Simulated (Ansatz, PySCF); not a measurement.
Spin states of H3O3V (SMILES [OH][V]([OH])[OH]), each relaxed with B3LYP-D3(BJ)/def2-TZVP.
State 1 (charge 0, multiplicity 3):
```xyz
7

V      0.051    -0.100    -0.303
O     -1.480    -1.009    -0.169
H     -1.815    -1.849     0.150
O      0.154     1.507    -1.114
H     -0.260     2.347    -0.901
O      1.528    -0.564     0.629
H      1.720    -0.408     1.559
```
State 2 (charge 0, multiplicity 1):
```xyz
7

V     -0.01413    -0.01122    -0.02214
O     -1.20599    -1.29939     0.04905
H     -2.07460    -1.57758    -0.24476
O     -0.34523     1.44104    -0.95290
H      0.00134     2.29283    -1.22216
O      1.50810    -0.17487     0.83863
H      2.02841    -0.74641     1.40509
```

Singlets are restricted, other states unrestricted; no spin–orbit coupling, no relativity up to Kr; see below for the cores. The largest T1 diagnostic is 0.064.

Run with Ansatz (a program for electronic structure) with Gaussian orbitals; PySCF for the dispersion terms. Each number belongs to the level named beside it.

### Question
One of these levels gives 0.729 eV for the energy of the multiplicity-1 state less that of the multiplicity-3 state. Which?
A. r2SCAN-D3(BJ)/def2-TZVPP
B. PBE-D3(BJ)/def2-TZVPP
C. B97M-V/def2-TZVPP
D. SVWN5/def2-TZVPP

### Answer
A, r2SCAN-D3(BJ)/def2-TZVPP. The others give 0.294 (SVWN5/def2-TZVPP), 0.503 (PBE-D3(BJ)/def2-TZVPP), 0.547 (B97M-V/def2-TZVPP)
